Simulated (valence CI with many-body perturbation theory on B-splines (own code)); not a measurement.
Values are calculated unless marked as measured or tabulated.
## Ba LI: what the settings do

Level of theory: valence CI with perturbative core correlation (CI+MBPT): four valence electrons over a frozen Dirac-Fock core [He], radial functions for each j: 6 s, 6 p, 5 d, 3 f, 1 g, with the one-electron correlation potential Σ1, the two-electron term Σ2, the three-electron term Σ3, Breit, model QED; selected CI, second order for the rest, scaled by the run's own slope (own B-spline code, finite nucleus).

The last digits are not significant, and no measured levels were compared; by estimate large intervals hold to a few tenths of a per cent, small ones and those within an open d or f shell to about a per cent.

The reference run has the lowest level (2s^2 2p1/2^2) J=0 and an ionisation energy of 9739.76 eV. Its largest variational space holds 9995 state functions.

Levels are named by their leading jj configuration (3d3/2^4 stands for four electrons in 3d with j = 3/2), which in mixed levels can hold well under half, so a name can repeat and another be missing. Letters in brackets count levels of one name in rising energy.

```csv
Level,Reference (cm⁻¹),Shift (cm⁻¹)
(2s^2 2p1/2 2p3/2) J=1,3168120,-16
(2s^2 2p1/2 2p3/2) J=2,3298080,-16
(2s 2p1/2^2 2p3/2) J=2,4749970,+16
(2s 2p1/2^2 2p3/2) J=1,5260490,+16
(2s^2 2p3/2^2) J=2,6573670,-32
(2s^2 2p3/2^2) J=0,6917100,-32
(2s 2p1/2 2p3/2^2) J=2 [a],7775950,+0.5
(2s 2p1/2 2p3/2^2) J=3,8068240,+0.4
(2s 2p1/2 2p3/2^2) J=0,8385180,0
(2s 2p1/2 2p3/2^2) J=1 [a],8511630,+0.2
(2s 2p1/2 2p3/2^2) J=2 [b],8594360,+0.2
(2s 2p1/2 2p3/2^2) J=1 [b],8621230,+0.2
```

The ionisation energy moves by -0.01 eV.

Which of these changes was made?
A. selection threshold (hartree) 2e-08 → 1e-05
B. shift of the energy in Σ1 (hartree) 0 → -48.6
C. factor on the speed of light 1 → 0.9

B. shift of the energy in Σ1 (hartree) 0 → -48.6.
